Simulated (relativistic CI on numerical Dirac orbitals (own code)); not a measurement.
**Level scheme of Ir56+**

Calculated at this level of theory: Dirac-Coulomb-Breit CI, KLI orbitals optimised for each configuration, model QED, unscaled Slater integrals (own radial code, finite nucleus).

CI space (outside the closed core [Ne]): 3s²3p⁶3d³, 3s²3p⁵3d⁴, 3s3p⁶3d⁴, 3s²3p⁶3d²4s, 3s²3p⁶3d²4p, 3s²3p⁶3d²4d, 3s²3p⁵3d³4s, 3s²3p⁶3d²4f, 3s²3p⁵3d³4p, 3s3p⁶3d³4s, 3p⁶3d⁴4p, 3s3p⁶3d³4p, 3s²3p⁶3d4s4p, 3s²3p⁶3d²5s, 3s²3p⁶3d²5p, 3s²3p⁶3d²5d, 3s²3p⁶3d4p4d, 3s²3p⁶3d²5f, 3s²3p⁶3d²5g, 3s3p⁶3d²4s4p, 3s²3p⁶3d²6s, 3p⁶3d⁵, 3p⁵3d⁶, 3p⁵3d⁵4s, 3p⁶3d⁴4s, 3p⁵3d⁴4s², 3s²3p⁶3d4s², 3s²3p⁶4s²4p, 3s²3p⁶4s²4d, 3s²3p⁶3d4p², 3s²3p⁶4s4p², 3s²3p⁶4p³, 3s²3p⁶4p²4d, 3s²3p⁵3d4s4p², 3s²3p⁶3d4s4d, 3s²3p⁶4s4p4d, 3s²3p⁶4s4d², 3s²3p⁵3d4s²4d, 3s²3p⁶3d4d², 3s²3p⁶4p4d², 3s²3p⁶4d³, 3s²3p⁵3d4s4d², 3s3p⁶3d²4s², 3s3p⁶3d4s²4p, 3s3p⁶3d4s²4d. Double excitations out of closed p, d and f shells are left out; levels of such configurations are missing from the list, as are those of other unlisted configurations, and high levels can miss mixing partners. These lack a partner that the ground configuration has and come out too high: 3s²3p⁵3d³4p.

The lowest level is 3s²3p⁶3d³ ⁴F3/2, with 43 % of that term; Hund's rules for 3s²3p⁶3d³ give ⁴F with J = 3/2, in agreement.

```tsv
No.	Configuration	Term	J	E (eV)	%	Next component (%)	Lifetime (s)
1	3s²3p⁶3d³	⁴F	3/2	0.000	43	40 ²D	
2	3s²3p⁶3d³	⁴F	5/2	79.865	81	17 ²D	1.64e-07
3	3s²3p⁶3d³	⁴P	3/2	86.707	38	33 ⁴F	2.05e-07
4	3s²3p⁶3d³	²H	9/2	90.320	47	41 ²G	
5	3s²3p⁶3d³	²G	7/2	90.753	50	30 ⁴F	1.15e-04
6	3s²3p⁶3d³	⁴P	1/2	92.617	57	43 ²P	5.49e-07
7	3s²3p⁶3d³	²D	5/2	118.391	46	30 ⁴P	1.82e-06
8	3s²3p⁶3d³	⁴F	7/2	169.151	68	30 ²G	9.29e-08
9	3s²3p⁶3d³	⁴F	9/2	174.099	50	41 ²H	1.57e-07
10	3s²3p⁶3d³	⁴P	3/2	180.208	40	37 ²D	7.99e-08
11	3s²3p⁶3d³	²P	1/2	183.439	57	43 ⁴P	1.22e-07
12	3s²3p⁶3d³	²H	11/2	184.151	100		4.04e-07
13	3s²3p⁶3d³	⁴P	5/2	184.737	40	39 ²D	1.49e-07
14	3s²3p⁶3d³	²F	5/2	194.673	44	39 ²D	2.41e-07
15	3s²3p⁶3d³	²F	7/2	194.779	78	20 ²G	3.10e-07
16	3s²3p⁶3d³	²D	3/2	217.648	80	15 ²P	1.65e-07
17	3s²3p⁶3d³	²G	9/2	263.583	49	39 ⁴F	7.98e-08
18	3s²3p⁶3d³	²P	3/2	279.170	42	41 ²D	7.60e-08
19	3s²3p⁶3d³	²D	5/2	290.438	59	22 ²F	6.41e-08
20	3s²3p⁵3d⁴	⁴P°	3/2	302.255	20	19 ⁴D°	9.28e-11
21	3s²3p⁵3d⁴	⁴D°	5/2	375.110	27	26 ⁶D°	7.33e-11
22	3s²3p⁵3d⁴	⁴P°	1/2	383.688	28	23 ⁶D°	3.60e-11
23	3s²3p⁵3d⁴	²D°	3/2	385.324	25	22 ⁴F°	1.07e-10
24	3s²3p⁵3d⁴	⁴D°	7/2	386.592	23	22 ²F°	6.63e-11
25	3s²3p⁵3d⁴	⁴F°	9/2	386.635	29	20 ⁴G°	9.29e-11
26	3s²3p⁵3d⁴	⁴G°	11/2	391.247	31	28 ²H°	1.38e-10
27	3s²3p⁵3d⁴	²G°	7/2	393.566	21	20 ²F°	6.36e-11
28	3s²3p⁵3d⁴	⁴F°	5/2	399.757	25	21 ²D°	5.33e-11
29	3s²3p⁵3d⁴	⁴D°	3/2	402.793	23	18 ⁴P°	6.69e-11
30	3s²3p⁵3d⁴	⁴D°	5/2	407.172	25	18 ⁴F°	1.01e-10
```

Energies count from the lowest computed level; ° marks odd parity; lifetimes are radiative, by E1, M1, E2, M2, E3 decay to levels of this space only; some are left blank where a channel outside the calculation adds to the decay or the decay crosses a small, uncertain gap.

The mean weight of the leading LS term, summed over parents, in these 30 levels is 45 %, and that of the leading jj configuration (from the same eigenvectors) 98 %, so jj coupling describes them better and the LS labels are nominal.

At this charge energies of transitions that change n are usually good to better than 1 %, and those within a shell (Δn = 0) to a few per cent.

LS names give the leading component of a level, which can be under half, so a name can repeat, a term be missing and a line seem to break the LS rules.
